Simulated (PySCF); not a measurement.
Job file and geometry (Å, from GFN2-xTB) of an NMR shielding run on `[P@](C=C)(=O)([O-])C1CCC1`, [C6H10O2P]-, GIAO PBE0/pcSseg-1 NMR shielding, non-relativistic, gas phase (PySCF 2.14.0, density-fitted response routines); density fitting, a coarse starting grid and PySCF grid level 2 are the driver's defaults:

```
$ OMP_NUM_THREADS=1 python probes_run.py task.json out

{"job": {"kind": "nmr", "xc": "PBE0", "basis": "pcSseg-1"}, "charge": -1, "multiplicity": 1}
C      2.852500    -1.183936     0.214407
C      2.189749    -0.076822     0.482997
P      0.942961     0.604363    -0.697227
O      0.719476    -0.346124    -1.819996
O      1.303820     2.019198    -1.005877
C     -0.526655     0.587600     0.462043
C     -1.061444    -0.824690     0.690629
C     -2.111152    -0.561750    -0.394615
C     -1.774277     0.932816    -0.351017
H      2.618688    -1.734398    -0.682736
H      3.633148    -1.590176     0.848590
H      2.410932     0.514298     1.364477
H     -0.335429     1.195975     1.348140
H     -1.491625    -0.980580     1.683896
H     -0.347700    -1.619201     0.474825
H     -1.823172    -1.007750    -1.342952
H     -3.141597    -0.836244    -0.154450
H     -2.513253     1.534738     0.184907
H     -1.554772     1.397098    -1.313503
```

Q: What does the program print?

A: 
```
coarse grid: 16512 points
cycle   1  E = -725.4925903921  dE =  1.541e+00  |g| = 1.239e+00  |ddm| = 4.128e+00
cycle   2  E = -724.5344461880  dE =  9.581e-01  |g| = 2.432e+00  |ddm| = 5.281e+00
cycle   3  E = -725.7771278216  dE = -1.243e+00  |g| = 3.138e-01  |ddm| = 4.465e+00
cycle   4  E = -725.7990758810  dE = -2.195e-02  |g| = 1.337e-01  |ddm| = 4.813e-01
cycle   5  E = -725.8028332784  dE = -3.757e-03  |g| = 4.795e-02  |ddm| = 1.479e-01
cycle   6  E = -725.8032708443  dE = -4.376e-04  |g| = 1.494e-02  |ddm| = 5.496e-02
cycle   7  E = -725.8033096797  dE = -3.884e-05  |g| = 4.859e-03  |ddm| = 1.686e-02
cycle   8  E = -725.8033144216  dE = -4.742e-06  |g| = 1.293e-03  |ddm| = 5.450e-03
final grid: 155312 points
cycle   9  E = -725.8808418657  dE = -4.209e-05  |g| = 1.252e-02  |ddm| = 3.644e-02
cycle  10  E = -725.8807916254  dE =  5.024e-05  |g| = 2.017e-02  |ddm| = 3.113e-02
cycle  11  E = -725.8808750025  dE = -8.338e-05  |g| = 2.206e-03  |ddm| = 2.076e-02
cycle  12  E = -725.8808759593  dE = -9.567e-07  |g| = 3.167e-04  |ddm| = 2.028e-03
cycle  13  E = -725.8808759736  dE = -1.438e-08  |g| = 1.968e-04  |ddm| = 4.528e-04
cycle  14  E = -725.8808759816  dE = -7.921e-09  |g| = 4.165e-05  |ddm| = 1.877e-04
cycle  15  E = -725.8808759819  dE = -3.113e-10  |g| = 1.628e-05  |ddm| = 5.355e-05
converged SCF energy = -725.8808759819

GIAO shielding tensors (ppm)
atom      isotropic    diamagn.    paramagn.     s11        s22        s33       span
  0 C       63.587     253.756    -190.169    -54.022     76.573    168.211    222.234
  1 C       28.241     264.702    -236.461    -92.312     28.053    148.982    241.294
  2 P      320.079     964.455    -644.376    210.453    283.850    465.935    255.482
  3 O      231.017     403.945    -172.928    178.163    223.798    291.089    112.926
  4 O      193.463     398.024    -204.561    145.379    159.863    275.145    129.766
  5 C      151.541     256.119    -104.578    147.381    151.184    156.058      8.677
  6 C      161.976     249.218     -87.242    151.518    158.803    175.606     24.087
  7 C      165.973     251.414     -85.440    152.444    167.174    178.303     25.859
  8 C      165.209     251.005     -85.796    156.665    158.506    180.456     23.792
  9 H       25.833      32.405      -6.572     22.759     24.406     30.335      7.577
 10 H       26.329      29.040      -2.711     23.182     25.764     30.040      6.858
 11 H       25.316      33.771      -8.455     21.432     26.223     28.294      6.862
 12 H       30.218      35.752      -5.534     26.583     29.079     34.993      8.409
 13 H       30.153      32.691      -2.538     26.894     28.093     35.472      8.577
 14 H       29.822      33.368      -3.546     25.883     29.511     34.074      8.191
 15 H       28.975      31.567      -2.592     24.908     29.000     33.018      8.111
 16 H       30.375      30.759      -0.384     26.757     27.105     37.263     10.506
 17 H       29.989      32.068      -2.079     26.617     27.656     35.694      9.078
 18 H       29.073      31.405      -2.331     25.022     28.724     33.473      8.451
```

Q: Turn these shieldings into chemical shifts. References, each an isolated molecule treated in the same way: 13C (σref 186.93), 1H (σref 31.72) vs TMS; 31P (σref 318.38) vs H3PO4; 17O (σref 336.08) against H2O.

A: Averaging equivalent atoms: C 1: 158.7; C 0: 123.3; C 5: 35.4; C 6: 24.9; C 8: 21.7; C 7: 21.0; P 2: -1.7; O 4: 142.6; O 3: 105.1; H 11: 6.40; H 9: 5.88; H 10: 5.39; H 15: 2.74; H 18: 2.64; H 14: 1.89; H 17: 1.73; H 13: 1.56; H 12: 1.50; H 16: 1.34 ppm. Experimental scales use liquid or dissolved standards, which lie at an offset from isolated H2O (liquid H2O: subtract about 36 ppm) and H3PO4.

Size and cost of the density-fitted run: 210 basis functions, 39 s wall time on 1 thread of an AMD EPYC 7R43 64-Core, shared host; peak memory 0.94 GiB.
